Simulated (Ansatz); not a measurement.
`BOB[SiH2][AlH2]` + `C1N[SiH2]1` → `[AlH2][N]1C[SiH2]1` + `BOB[SiH3]` at 298.15 K and 1 bar (cleavage of the Al–Si bond).

Calculated with Ansatz (gas phase, PBE0-D4/def2-TZVP geometries, no zero-point term in ΔE). CBS: MP2 limit from def2 TZ/QZ plus the TZ coupled-cluster correction, frozen cores. Each species was taken in one conformer, which may not be the lowest.

```
             species  CCSD(T)/CBS energy (Eh)  H − E (kJ/mol)  S (J/(mol·K))
   `BOB[SiH2][AlH2]`               -660.09328           207.5          407.3
        `C1N[SiH2]1`               -384.79623           167.2          268.2
`[AlH2][N]1C[SiH2]1`               -627.44019           183.3          325.6
         `BOB[SiH3]`               -417.48760           184.9          337.9
```

H − E and S are ideal-gas, rigid-rotor, harmonic terms from PBE0-D4/def2-TZVP, for one conformer and one mirror image of each species. 1 Eh = 2625.50 kJ/mol, R = 8.31446 J/(mol·K).

**Question.** By hand: ΔE, ΔH, ΔS and ΔG.

**Answer.** ΔE = (-627.44019) + (-417.48760) − (-660.09328) − (-384.79623) = -0.03828 Eh = -100.5 kJ/mol. Δ(H − E) = 183.3 + 184.9 − 207.5 − 167.2 = -6.5, so ΔH = -107.0 kJ/mol. ΔS = 325.6 + 337.9 − 407.3 − 268.2 = -12.0 J/(mol·K). ΔG = -107.0 − 298.15 × (-12.0)/1000 = -103.4 kJ/mol.

**Question.** By hand: the equilibrium constant, and the temperature at which ΔG would vanish if ΔH and ΔS stayed fixed.

**Answer.** log₁₀ K = −ΔG/(RT ln 10) = 18.1. ΔG = 0 at ΔH/ΔS = 8917 K, far beyond where these terms or the molecules hold.

The number of gas molecules stays the same, so ΔS is small and ΔH decides. A doubt of 5 kJ/mol in ΔE shifts log₁₀ K by 0.9 here. Other conformers and mirror images would add mixing entropy, several J/(mol·K) or more a flexible species. Modes under 60 cm⁻¹, often nearly free rotors, make the harmonic entropy too high. These are equilibria of isolated gas molecules and say nothing of rates. Largest T1 diagnostic: 0.017 (customary marks: 0.02 for closed shells, 0.045 for open ones).
